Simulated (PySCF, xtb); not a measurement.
C₃H₆BNO, SMILES C=C1CNB1O.

GFN2-xTB in xtb at its own geometry gives an orbital gap of 4.32 eV and a dipole moment of 2.46 D.

Geometry: r2SCAN-D4/def2-SVP. The structure was generated by enumeration, and PubChem lists no compound with its InChIKey, so it may never have been made. Other conformers were not sampled.

Q: What does ωB97X/def2-TZVP run with PySCF give? (The exact figures need the calculation; the answer reports its results.)

A: gap 11.45 eV (levels -9.61 and 1.84 eV), dipole 2.44 D.
